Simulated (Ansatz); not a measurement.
Z-matrix (Å, degrees):
```
N
C 1 1.328
H 1 1.008 2 119.3
H 1 1.006 2 121.8 3 -180.0
Se 2 1.780 1 126.0 3 -0.0
H 2 1.089 1 113.4 3 180.0
```

The species carries charge 0 and has multiplicity 1.

List the ωB97M-V/def2-TZVPP orbital energies in eV (Ansatz 0.2.0). (An estimate is asked.)

Computed: Occupied: -12366.85, -1587.16, -1421.92, -1421.89, -1421.84, -396.27, -284.18, -216.62, -159.59, -159.47, -159.29, -59.51, -59.46, -59.33, -59.23, -59.21, -29.71, -23.09, -19.96, -18.54, -15.96, -13.56, -12.32, -8.57, -8.04. Lowest empty: 0.85, 1.96, 3.09, 3.60, 4.63, 6.02, 6.68, 7.68.
